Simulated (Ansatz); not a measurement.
## A cut through the energy surface

BH2TeO (SMILES B[Te][O]), doublet, at its PBE0-D4/def2-TZVP minimum:

```xyz
5
angstrom
B -0.2842 0.7383 -0.0366
Te -0.5167 -1.3829 0.0910
O 1.2510 -1.9386 0.0854
H -1.2706 1.4074 -0.0543
H 0.8205 1.1758 -0.0855
```

The bond length Te2–O3 (1.853 Å at the minimum) is set to the values below, the two halves moving rigidly along the bond. Each method's energies count from its own value at the PBE0-D4 minimum structure. 2 of 9 computed points, where the reference changed state or T1 grew large, are left out. Ansatz 0.2.0; basis: def2-TZVPP; cores frozen in the correlated methods; orbitals are unrestricted. Filled d shells of the heavier atoms are correlated. Core potentials replace the inner electrons of the atoms past krypton. The def2 sets are not built for correlating such inner shells, so the correlated values are less sure here. B3LYP uses VWN-RPA correlation.

```tsv
bond length (Å)	CCSD(T) (eV)	MP2 (eV)	PBE0-D4 (eV)
1.668	0.714	0.425	0.674
1.705	0.430	0.253	0.397
1.759	0.163	0.099	0.142
1.823	0.019	0.012	0.013
1.893	0.010	0.009	0.019
1.969	0.115	0.096	0.140
2.050	0.306	0.278	0.346
```

Minimum and curvature along this coordinate at CCSD(T): A fifth-order fit through the nearest points gives 1.862 Å, with a curvature of about 25 eV/Å².

Treat the two halves as rigid bodies and work out the harmonic wavenumber of this stretch from that curvature (ν̃ = 521.5 √(k/μ) cm⁻¹ with k in eV/Å² and μ in u).

The halves weigh 140.43 and 16.00 u, so μ = 140.43 × 16.00/156.43 = 14.363 u and ν̃ = 521.5 √(25/14.363) ≈ 690 cm⁻¹. A true normal mode mixes in other motions, so this is a guide only.

Largest difference from the CCSD(T) curve over the scan: PBE-D4 0.087; r2SCAN-D4 0.018; B3LYP-D4 0.055; wB97M-V 0.060 eV. Each curve counts from its own value at the minimum.

T1 diagnostic: at most 0.045. ⟨S²⟩ of the unrestricted Hartree–Fock references: 0.77 to 0.80 (a pure state has 0.75). The unrestricted reference is spin-contaminated, which hurts MP2 most.

For scale, one of the runs: CCSD(T)/def2-TZVPP, 140 basis functions (an equivalent command: `ansatz run in.yaml --threads 2`). The run took 67 s on 2 CPU threads (shared host), with 2.5 GiB of host memory at its peak.
